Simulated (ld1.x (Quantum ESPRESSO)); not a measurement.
**What one change does to a pseudopotential (gallium, PAW)**

```json
{
 "Element": "gallium (Ga)",
 "Generator": "ld1.x (Quantum ESPRESSO) 7.5",
 "Type": "PAW",
 "Functional": "PBEsol",
 "Relativity": "scalar-relativistic",
 "Frozen core": "[Ar]",
 "Valence charge": "13",
 "Reference configuration": "3d10 4s2 4p1",
 "Partial waves": "4s (bound): rcut 1.75, rcutus 1.95 bohr; 4s channel at 1.15 Ry: rcut 1.75, rcutus 1.95 bohr; 4p (bound): rcut 1.80, rcutus 2.05 bohr; 4p channel at 0.55 Ry: rcut 1.80, rcutus 2.05 bohr; 3d (bound): rcut 1.10, rcutus 1.35 bohr; 3d channel at 3.1 Ry: rcut 1.10, rcutus 1.35 bohr; 4f channel at 0.35 Ry: rcut 1.60, rcutus 1.80 bohr",
 "Local potential": "all-electron potential smoothed inside 1.35 bohr (lloc = -2)",
 "Core correction": "a·sin(br)/r model core, default radius (ld1.x builds one for every PAW set, though the input has nlcc=.false.)",
 "Augmentation charge": "BESSEL, radius 0.95 bohr"
}
```

Change: core correction a·sin(br)/r model core inside 1.38 bohr.

Cutoffs: the cutoffs (Ry, on a coarse ladder) from which the occupation-weighted sum of valence levels, in a spherical-Bessel basis at the reference potential, stays within 10 and 1 mRy of its value at 400 Ry; they do not see the model core or the augmentation charge, which bear on the density cutoff. Errors are all-electron minus pseudo energies relative to the spin-unpolarised reference configuration.

What does the change do?

The potential gets neither clearly harder nor softer (80 Ry and 110 Ry → 80 Ry and 110 Ry); of the 7 tests that both files solve, the error grows in 5 and shrinks in 0 by more than 15 % and 0.3 meV (median size 0.6 → 2.6 meV); neither file shows a bound ghost. The default core radius of the base comes out at 0.31 bohr. A wider model core is smoother and lowers the density cutoff, which this test does not measure.

```csv
quantity,base,changed
"cutoff, loose",80 Ry,80 Ry
"cutoff, tight",110 Ry,110 Ry
bound ghosts,none,none
"error for 3d10 4s2 4p0, meV [ΔE 5.68 eV]",-0.2,-0.7
"error for 3d10 4s1 4p0, meV [ΔE 26.82 eV]",+0.1,-3.5
"error for 3d10 4s0 4p0, meV [ΔE 57.94 eV]",+11,-12
"error for 3d10 4s1 4p1, meV [ΔE 13.08 eV]",-0.6,-1.6
"error for 3d10 4s1 4p2, meV [ΔE 6.55 eV]",-0.6,-0.9
"error for 3d10 4s0 4p3, meV [ΔE 13.39 eV]",-1.4,-2.6
"error for 3d9 4s2 4p2, meV [ΔE 20.32 eV]",-166,-167
s: phases at 2.25 bohr within 0.05 rad from the reference energy up to (Ry; the scan ends near 5),to the end of the scan,to the end of the scan
p: phases at 2.25 bohr within 0.05 rad from the reference energy up to (Ry; the scan ends near 5),to the end of the scan,to the end of the scan
d: phases at 2.25 bohr within 0.05 rad from the reference energy up to (Ry; the scan ends near 5),to the end of the scan,to the end of the scan
f: phases at 2.25 bohr within 0.05 rad from the reference energy up to (Ry; the scan ends near 5),to the end of the scan,to the end of the scan
lowest overlap eigenvalue by channel,"s 0.40, p 0.62, d 0.87, f 0.84","s 0.40, p 0.62, d 0.87, f 0.84"
```
